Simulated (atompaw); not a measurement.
## Logarithmic derivatives: niobium, PAW (atompaw)

atompaw 4.2.0.5 input, output lines left out:

```
Nb 41
GGA-PBE scalarrelativistic loggrid 1500 logderivrange -7 5 301
5 5 4 0 0 0
5 0 0.5
5 1 0
4 2 4
0 0 0
c
c
c
v
v
c
c
v
v
c
v
2
2.10 1.85 1.55 1.10
n
n
y
1.95
n
custom polynom2 7 10 vanderbiltortho sinc
bessel
2.10
1.95
1.90
2.10
2.05
2.10
```

The phase is arctan(r·u′/u) with u = r·R(r), unwrapped; energies in Ry, scanned from -7 to 5 Ry. A pole is an energy at which the radial function vanishes at the test radius. The pseudo phase is shifted by a multiple of π to meet the all-electron one at the reference energy, and phase errors are pseudo minus all-electron; the curves can meet again beyond the range given. Levels narrower than the energy grid can be missing from the lists of poles.

```
channel  radius (bohr)  reference energy (Ry)  poles, all-electron  poles, pseudo  unbroken range about the reference energy with phases within 0.05 rad  phase error 1 Ry above the reference energy (rad)
      s           2.11                  -0.49                -4.20          -4.20                                                        the whole range                                             -0.002
      p           2.11                  -0.24                -2.19          -2.19                                                        the whole range                                             +0.000
      d           2.11                  -0.44                 1.05           1.05                                                              below 4.9                                             +0.000
```

Phases in the d channel:

```tsv
E (Ry)	all-electron	pseudo
-7.00	1.382	1.385
-6.76	1.378	1.381
-6.52	1.374	1.377
-6.28	1.370	1.373
-6.04	1.365	1.368
-5.80	1.361	1.363
-5.56	1.355	1.358
-5.32	1.349	1.352
-5.08	1.343	1.346
-4.84	1.336	1.339
-4.60	1.329	1.331
-4.36	1.320	1.323
-4.12	1.311	1.313
-3.88	1.300	1.303
-3.64	1.288	1.291
-3.40	1.275	1.277
-3.16	1.259	1.261
-2.92	1.240	1.242
-2.68	1.217	1.219
-2.44	1.189	1.191
-2.20	1.154	1.156
-1.96	1.108	1.109
-1.72	1.044	1.046
-1.48	0.951	0.953
-1.24	0.804	0.806
-1.00	0.552	0.553
-0.76	0.110	0.111
-0.52	-0.475	-0.475
-0.28	-0.923	-0.923
-0.04	-1.181	-1.180
0.20	-1.331	-1.331
0.44	-1.428	-1.428
0.68	-1.496	-1.496
0.92	-1.547	-1.547
1.16	-1.588	-1.588
1.40	-1.622	-1.622
1.64	-1.653	-1.653
1.88	-1.681	-1.681
2.12	-1.708	-1.708
2.36	-1.734	-1.734
2.60	-1.762	-1.762
2.84	-1.791	-1.790
3.08	-1.823	-1.822
3.32	-1.859	-1.858
3.56	-1.901	-1.900
3.80	-1.951	-1.951
4.04	-2.015	-2.015
4.28	-2.098	-2.101
4.52	-2.211	-2.221
4.76	-2.370	-2.400
5.00	-2.600	-2.677
```
